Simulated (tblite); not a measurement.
Record of a relaxation.

Compound: C₆H₁₀F₂SSi.
Atom-mapped SMILES: `[CH3:1][C:2]#[C:3][C@@H:4]([F:5])[C@@H:6]([F:7])[SiH2:8][S:9][CH3:10]` (hydrogens: H11, H12, H13 on C1; H14 on C4; H15 on C6; H16, H17 on Si8; H18, H19, H20 on C10)

Computed with GFN2-xTB (tblite), gas phase: L-BFGS steps from a force-field or distance-geometry start until the largest atomic force falls under 0.01 eV/Å. 10 of its 204 geometries are shown.

Step 0: E = -879.5731 eV, largest atomic force 2.039 eV/Å
```
atom  x, y, z in Å  |  force x, y, z in eV/Å
C1     -4.273    0.115    0.116   -0.132  -0.345  -0.684
C2     -2.910    0.111   -0.413   -0.031   0.226   0.318
C3     -1.774    0.102   -0.814   -0.977  -0.120   0.435
C4     -0.438    0.110   -1.350   -0.322  -0.668  -0.676
F5      0.024    1.400   -1.431    0.204   0.137   0.081
C6      0.519   -0.771   -0.560    0.157   0.796  -0.585
F7      1.744   -0.625   -1.227   -0.340  -0.707  -0.159
Si8     0.809   -0.157    1.182    0.316   0.171   1.343
S9      2.773   -0.874    1.723   -0.376  -0.218   0.587
C10     4.048   -0.305    0.598    1.611   0.729  -1.016
H11    -4.698   -0.895   -0.083    0.135   0.687   0.216
H12    -4.332    0.335    1.185    0.292  -0.117  -0.195
H13    -4.888    0.871   -0.412    0.383  -0.423   0.173
H14    -0.451   -0.313   -2.376   -0.043   0.430  -0.048
H15     0.158   -1.799   -0.600    0.324  -0.136  -0.259
H16    -0.136   -0.855    2.085    0.343   0.194  -0.258
H17     0.724    1.296    1.316    0.007  -0.104  -0.124
H18     3.906   -0.601   -0.457   -0.250  -0.020   0.641
H19     5.013   -0.793    0.924   -1.087   0.610  -0.108
H20     4.178    0.815    0.592   -0.212  -1.122   0.318
```

Step 23: E = -879.9773 eV, largest atomic force 0.122 eV/Å
```
atom  x, y, z in Å  |  force x, y, z in eV/Å
C1     -4.262    0.089    0.113   -0.074  -0.013   0.017
C2     -2.913    0.067   -0.387    0.061  -0.002  -0.028
C3     -1.794    0.027   -0.814    0.015  -0.004   0.025
C4     -0.459    0.124   -1.366    0.060   0.008  -0.081
F5     -0.036    1.447   -1.308    0.026   0.012   0.049
C6      0.539   -0.768   -0.636   -0.008   0.003  -0.059
F7      1.679   -0.859   -1.427   -0.028  -0.022   0.057
Si8     0.941   -0.139    1.148   -0.049  -0.036  -0.036
S9      2.801   -0.881    1.884    0.013  -0.051   0.010
C10     4.012   -0.285    0.656    0.068   0.032  -0.041
H11    -4.742   -0.873   -0.043   -0.008  -0.121  -0.016
H12    -4.264    0.317    1.175    0.006   0.028   0.095
H13    -4.832    0.848   -0.417   -0.045   0.087  -0.026
H14    -0.464   -0.136   -2.434   -0.024   0.030  -0.064
H15     0.117   -1.781   -0.621    0.043  -0.012   0.054
H16    -0.023   -0.808    2.011   -0.038   0.081   0.020
H17     0.925    1.317    1.168    0.019  -0.018  -0.014
H18     3.738   -0.635   -0.332    0.022   0.001   0.025
H19     4.971   -0.703    0.946   -0.024   0.007  -0.005
H20     4.061    0.799    0.680   -0.033  -0.011   0.017
```

Step 45: E = -880.0056 eV, largest atomic force 0.068 eV/Å
```
atom  x, y, z in Å  |  force x, y, z in eV/Å
C1     -4.247    0.048    0.136    0.025   0.008  -0.002
C2     -2.905    0.067   -0.396   -0.056  -0.013   0.022
C3     -1.794    0.054   -0.847    0.002  -0.054  -0.003
C4     -0.451    0.150   -1.385   -0.055   0.034  -0.006
F5     -0.010    1.462   -1.249    0.062   0.025  -0.013
C6      0.505   -0.790   -0.659   -0.035   0.030  -0.003
F7      1.637   -0.961   -1.446    0.009   0.012   0.002
Si8     0.962   -0.127    1.096    0.009   0.010  -0.001
S9      2.752   -1.048    1.811    0.002  -0.001  -0.010
C10     3.978   -0.287    0.688   -0.027  -0.037   0.043
H11    -4.698   -0.932   -0.021    0.022   0.057   0.007
H12    -4.224    0.267    1.204   -0.007  -0.022  -0.036
H13    -4.848    0.806   -0.368    0.004  -0.047   0.019
H14    -0.442   -0.051   -2.465   -0.014  -0.021  -0.025
H15     0.039   -1.782   -0.606   -0.004   0.006  -0.002
H16    -0.088   -0.565    1.999   -0.023  -0.010   0.017
H17     1.171    1.312    1.043    0.020   0.004  -0.002
H18     3.796   -0.612   -0.331   -0.009   0.010   0.016
H19     4.948   -0.637    1.021    0.041   0.020  -0.003
H20     3.914    0.793    0.771    0.034  -0.012  -0.018
```

Step 68: E = -880.0116 eV, largest atomic force 0.096 eV/Å
```
atom  x, y, z in Å  |  force x, y, z in eV/Å
C1     -4.249    0.004    0.159   -0.013  -0.002   0.010
C2     -2.918    0.072   -0.394    0.001  -0.015   0.000
C3     -1.810    0.092   -0.853   -0.021  -0.022  -0.010
C4     -0.476    0.185   -1.415    0.002   0.002   0.008
F5     -0.016    1.492   -1.308   -0.010   0.017   0.005
C6      0.484   -0.753   -0.689   -0.004   0.003   0.022
F7      1.612   -0.931   -1.481   -0.013   0.008   0.031
Si8     0.973   -0.086    1.060    0.028  -0.006  -0.039
S9      2.718   -1.069    1.813   -0.089  -0.020   0.029
C10     3.996   -0.331    0.743    0.024   0.004  -0.024
H11    -4.672   -0.986   -0.005    0.022  -0.017  -0.009
H12    -4.218    0.203    1.229    0.012   0.005   0.013
H13    -4.892    0.742   -0.319    0.022   0.019  -0.017
H14    -0.485   -0.038   -2.492   -0.016   0.008   0.003
H15     0.010   -1.741   -0.630    0.023  -0.008   0.007
H16    -0.103   -0.428    1.977    0.006  -0.009  -0.019
H17     1.291    1.328    0.958   -0.006   0.049  -0.001
H18     3.844   -0.646   -0.282   -0.008  -0.038  -0.039
H19     4.949   -0.695    1.109    0.029  -0.003  -0.001
H20     3.955    0.751    0.816    0.009   0.025   0.032
```

Step 90: E = -880.0313 eV, largest atomic force 0.061 eV/Å
```
atom  x, y, z in Å  |  force x, y, z in eV/Å
C1     -4.245   -0.203    0.266    0.012   0.009   0.004
C2     -2.949   -0.037   -0.346    0.040   0.008  -0.046
C3     -1.884    0.078   -0.885   -0.012   0.005   0.009
C4     -0.588    0.298   -1.498    0.012  -0.002  -0.011
F5     -0.245    1.642   -1.377    0.015  -0.025   0.022
C6      0.475   -0.566   -0.823   -0.019  -0.004  -0.005
F7      1.548   -0.736   -1.688    0.019   0.045   0.018
Si8     1.054    0.222    0.839   -0.035   0.013   0.018
S9      2.498   -1.008    1.831   -0.004   0.003   0.039
C10     4.043   -0.571    0.960   -0.025   0.000  -0.030
H11    -4.612   -1.212    0.086   -0.017   0.005  -0.009
H12    -4.176   -0.035    1.339    0.018  -0.004   0.020
H13    -4.942    0.517   -0.160   -0.027  -0.021  -0.008
H14    -0.618    0.098   -2.579   -0.021  -0.008   0.012
H15     0.055   -1.569   -0.682    0.018  -0.008   0.008
H16    -0.111    0.217    1.714    0.045   0.006  -0.005
H17     1.656    1.520    0.581    0.021  -0.003  -0.021
H18     3.980   -0.881   -0.077   -0.012  -0.010  -0.009
H19     4.839   -1.107    1.465    0.001  -0.023  -0.013
H20     4.216    0.498    1.031   -0.029   0.016   0.008
```

Step 113: E = -880.0474 eV, largest atomic force 0.054 eV/Å
```
atom  x, y, z in Å  |  force x, y, z in eV/Å
C1     -4.221   -0.317    0.302    0.013  -0.005   0.008
C2     -2.941   -0.105   -0.329   -0.018  -0.018  -0.016
C3     -1.882    0.023   -0.876   -0.028   0.020   0.020
C4     -0.612    0.330   -1.503    0.000   0.001   0.013
F5     -0.367    1.694   -1.364    0.045   0.016  -0.026
C6      0.524   -0.450   -0.852   -0.010  -0.020  -0.006
F7      1.595   -0.512   -1.736    0.022  -0.032   0.000
Si8     1.108    0.411    0.770   -0.037   0.030   0.002
S9      2.364   -0.886    1.924    0.029   0.028  -0.034
C10     3.942   -0.713    1.020    0.004  -0.011   0.005
H11    -4.565   -1.332    0.106   -0.018   0.008   0.009
H12    -4.135   -0.169    1.377    0.004  -0.014  -0.002
H13    -4.949    0.391   -0.096    0.008  -0.022  -0.005
H14    -0.647    0.136   -2.584    0.004   0.024   0.007
H15     0.199   -1.486   -0.709    0.010  -0.003   0.003
H16    -0.059    0.642    1.604    0.017  -0.001  -0.006
H17     1.888    1.571    0.365    0.003   0.022   0.027
H18     3.816   -1.016   -0.014   -0.023  -0.001   0.007
H19     4.655   -1.365    1.513   -0.007  -0.013  -0.001
H20     4.281    0.317    1.080   -0.018  -0.009  -0.005
```

Step 135: E = -880.0614 eV, largest atomic force 0.087 eV/Å
```
atom  x, y, z in Å  |  force x, y, z in eV/Å
C1     -4.154   -0.459    0.308   -0.001   0.002   0.005
C2     -2.885   -0.176   -0.317   -0.029   0.008   0.036
C3     -1.823    0.047   -0.826    0.021  -0.004  -0.084
C4     -0.576    0.385   -1.485   -0.009  -0.014  -0.009
F5     -0.387    1.764   -1.432    0.021   0.000   0.027
C6      0.601   -0.307   -0.810    0.017   0.009   0.012
F7      1.667   -0.374   -1.701   -0.018  -0.018   0.009
Si8     1.141    0.666    0.763   -0.011   0.017   0.017
S9      2.295   -0.618    2.030   -0.002   0.005  -0.011
C10     3.773   -0.884    0.986   -0.029   0.014   0.006
H11    -4.462   -1.478    0.080    0.009  -0.014   0.003
H12    -4.072   -0.343    1.387   -0.005  -0.006   0.001
H13    -4.907    0.231   -0.070   -0.005   0.003   0.009
H14    -0.619    0.131   -2.553    0.009   0.002  -0.020
H15     0.326   -1.348   -0.601   -0.012   0.000  -0.023
H16    -0.058    0.971    1.526    0.044   0.002   0.020
H17     1.960    1.785    0.317   -0.011   0.008   0.002
H18     3.474   -1.164   -0.017   -0.004  -0.005  -0.014
H19     4.338   -1.689    1.442    0.009   0.008   0.020
H20     4.362    0.027    0.970    0.007  -0.016  -0.007
```

Step 158: E = -880.0673 eV, largest atomic force 0.017 eV/Å
```
atom  x, y, z in Å  |  force x, y, z in eV/Å
C1     -4.117   -0.509    0.312   -0.003   0.000  -0.004
C2     -2.868   -0.181   -0.331    0.000   0.008   0.001
C3     -1.832    0.074   -0.879    0.000  -0.004   0.007
C4     -0.569    0.426   -1.498   -0.003   0.004   0.002
F5     -0.377    1.803   -1.414   -0.003  -0.004   0.005
C6      0.582   -0.281   -0.792   -0.003   0.000  -0.004
F7      1.650   -0.413   -1.673   -0.004   0.000   0.002
Si8     1.150    0.729    0.750   -0.001  -0.007  -0.010
S9      2.285   -0.545    2.045   -0.011   0.007  -0.003
C10     3.726   -0.927    0.989    0.011   0.006  -0.003
H11    -4.398   -1.534    0.075    0.005   0.003  -0.001
H12    -4.014   -0.409    1.392   -0.001  -0.001  -0.009
H13    -4.899    0.164   -0.036    0.001  -0.003   0.005
H14    -0.575    0.191   -2.572    0.000   0.001   0.003
H15     0.271   -1.305   -0.556    0.009   0.000   0.002
H16    -0.020    1.084    1.532    0.003  -0.004  -0.002
H17     1.975    1.822    0.255    0.010  -0.001   0.010
H18     3.399   -1.235    0.002   -0.002   0.000   0.007
H19     4.262   -1.737    1.472   -0.003   0.004   0.008
H20     4.361   -0.049    0.925   -0.004  -0.007  -0.015
```

Step 180: E = -880.0687 eV, largest atomic force 0.017 eV/Å
```
atom  x, y, z in Å  |  force x, y, z in eV/Å
C1     -4.098   -0.564    0.318    0.008   0.007  -0.001
C2     -2.858   -0.198   -0.323   -0.006  -0.007   0.005
C3     -1.827    0.081   -0.867    0.006   0.005  -0.006
C4     -0.573    0.461   -1.490    0.002  -0.008   0.001
F5     -0.400    1.840   -1.389   -0.004  -0.004   0.003
C6      0.594   -0.238   -0.801    0.005   0.005   0.001
F7      1.645   -0.376   -1.702    0.001  -0.002  -0.004
Si8     1.190    0.799    0.712   -0.004   0.014  -0.002
S9      2.265   -0.468    2.060    0.010  -0.012   0.003
C10     3.669   -0.982    1.011   -0.001  -0.006   0.003
H11    -4.358   -1.591    0.061    0.000   0.016  -0.001
H12    -3.994   -0.482    1.399    0.003  -0.005   0.001
H13    -4.894    0.101   -0.014   -0.005  -0.009  -0.005
H14    -0.583    0.240   -2.567    0.000  -0.007   0.007
H15     0.295   -1.260   -0.543   -0.007   0.004  -0.010
H16     0.030    1.224    1.473   -0.005   0.000   0.009
H17     2.064    1.840    0.189    0.000   0.005  -0.003
H18     3.308   -1.352    0.058    0.000  -0.001   0.005
H19     4.185   -1.772    1.546    0.000  -0.007   0.005
H20     4.336   -0.139    0.865   -0.004   0.012  -0.011
```

Step 203: E = -880.0701 eV, largest atomic force 0.008 eV/Å
```
atom  x, y, z in Å  |  force x, y, z in eV/Å
C1     -4.098   -0.557    0.303   -0.003  -0.001   0.000
C2     -2.852   -0.194   -0.328   -0.007   0.001   0.004
C3     -1.817    0.083   -0.865    0.004  -0.002  -0.001
C4     -0.560    0.462   -1.480   -0.001   0.001   0.001
F5     -0.391    1.842   -1.381    0.001   0.004  -0.002
C6      0.605   -0.232   -0.783    0.001  -0.001  -0.001
F7      1.664   -0.361   -1.675    0.000   0.000   0.000
Si8     1.182    0.801    0.740    0.005  -0.004   0.000
S9      2.291   -0.456    2.071   -0.002   0.000   0.002
C10     3.657   -0.996    0.986    0.005  -0.001  -0.002
H11    -4.364   -1.578    0.035    0.000  -0.002   0.001
H12    -4.000   -0.487    1.385    0.001  -0.001  -0.001
H13    -4.889    0.115   -0.028    0.002   0.002  -0.001
H14    -0.562    0.238   -2.556    0.002   0.000   0.000
H15     0.307   -1.256   -0.534    0.000   0.000   0.001
H16     0.017    1.193    1.510   -0.001   0.001   0.001
H17     2.033    1.866    0.225    0.000   0.001  -0.001
H18     3.259   -1.486    0.104    0.003   0.004   0.001
H19     4.254   -1.695    1.562   -0.004   0.005   0.000
H20     4.257   -0.136    0.706   -0.004  -0.007  -0.002
```

Q: Summarise the path.

A: The energy falls by 0.4970 eV from step 0 to step 203; nine tenths of that is first reached at step 80. It rises by more than 0.2 meV at step 2. The largest force goes from 2.039 to 0.008 eV/Å. Among the bonds C6–Si8 changes most, from 1.869 to 1.929 Å; the atoms move by 0.973 Å rms after alignment.

Q: Follow the three bonds and two angles with the largest change from start to end.

A: 
```tsv
step	E above end (eV)	largest force (eV/Å)	C6–Si8 (Å)	C10–H19 (Å)	C10–H20 (Å)	Si8–S9–C10 (°)	C6–Si8–H17 (°)
0	0.4970	2.039	1.869	1.130	1.128	112.6	113.7
9	0.1571	0.461	1.940	1.081	1.081	107.6	110.3
18	0.1058	0.129	1.936	1.083	1.084	104.1	110.8
26	0.0863	0.087	1.931	1.084	1.084	102.7	108.9
35	0.0744	0.108	1.935	1.084	1.085	101.7	109.4
44	0.0656	0.088	1.932	1.084	1.085	100.4	110.0
53	0.0623	0.024	1.932	1.084	1.085	100.2	110.0
62	0.0608	0.045	1.933	1.084	1.085	100.1	109.9
71	0.0557	0.065	1.931	1.084	1.086	100.8	108.6
79	0.0507	0.073	1.931	1.084	1.084	101.5	108.6
88	0.0400	0.048	1.929	1.085	1.086	101.9	109.5
97	0.0319	0.071	1.930	1.085	1.085	101.9	108.5
106	0.0270	0.044	1.929	1.085	1.086	101.5	107.3
115	0.0217	0.049	1.930	1.084	1.085	100.6	106.4
124	0.0154	0.056	1.930	1.084	1.086	100.3	107.6
132	0.0109	0.067	1.927	1.084	1.085	100.7	107.2
141	0.0051	0.050	1.930	1.084	1.085	101.3	107.7
150	0.0035	0.021	1.930	1.085	1.085	100.9	107.3
159	0.0028	0.017	1.929	1.085	1.085	101.1	106.8
168	0.0019	0.024	1.930	1.085	1.086	101.0	106.9
177	0.0015	0.015	1.929	1.084	1.085	101.0	106.8
185	0.0009	0.023	1.929	1.084	1.085	101.3	106.5
194	0.0007	0.023	1.929	1.084	1.085	101.4	106.6
203	0.0000	0.008	1.929	1.085	1.085	101.0	106.7
```

The cost below is that of the whole relaxation. Hardware: an Arm Neoverse N1 with one thread, no GPU, shared host with 64 logical CPUs at a one-minute load of 55. Cost: 3.5 s of wall time.
